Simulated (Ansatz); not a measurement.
`C=N[SiH](O)Br` and `O[SiH](Br)[O][AlH2]` differ in one atom or group.

Ansatz, PBE0-D4/def2-TZVP geometries, multiplicity 1. Each molecule was computed in one conformer, which needn't be the lowest.

Scalar relativity is left out up to krypton.

```json
{"property": "LUMO energy (B3LYP/def2-TZVPP) / eV", "`C=N[SiH](O)Br`": "-1.60"}
{"property": "size of the dipole moment (PBE/def2-TZVPP) / D", "`C=N[SiH](O)Br`": "1.88"}
{"property": "HOMO–LUMO gap (PBE0/def2-TZVPP) / eV", "`C=N[SiH](O)Br`": "6.22"}
{"property": "LUMO energy (PBE0/def2-TZVPP) / eV", "`C=N[SiH](O)Br`": "-1.36"}
{"property": "HOMO–LUMO gap (ωB97M-V/def2-TZVPP) / eV", "`C=N[SiH](O)Br`": "10.78"}
{"property": "LUMO energy (PBE/def2-TZVPP) / eV", "`C=N[SiH](O)Br`": "-2.45"}
```

(1) Give the same properties after the change, and the shifts. (An estimate is asked.)

Results:

(1) Ansatz gave: 
```
                                      property  `O[SiH](Br)[O][AlH2]`  shift
           LUMO energy (B3LYP/def2-TZVPP) / eV                  -1.60   0.00
size of the dipole moment (PBE/def2-TZVPP) / D                   1.68  -0.20
          HOMO–LUMO gap (PBE0/def2-TZVPP) / eV                   7.05   0.83
            LUMO energy (PBE0/def2-TZVPP) / eV                  -1.37  -0.01
       HOMO–LUMO gap (ωB97M-V/def2-TZVPP) / eV                  10.90   0.12
             LUMO energy (PBE/def2-TZVPP) / eV                  -2.15   0.30
```

Dipoles are sizes alone; their direction can turn.

B3LYP here is the variant with VWN-RPA as its local correlation; programs differ in this.

Spin–orbit coupling is left out; it splits and shifts lone-pair levels of the heavy atoms by tenths of an eV.
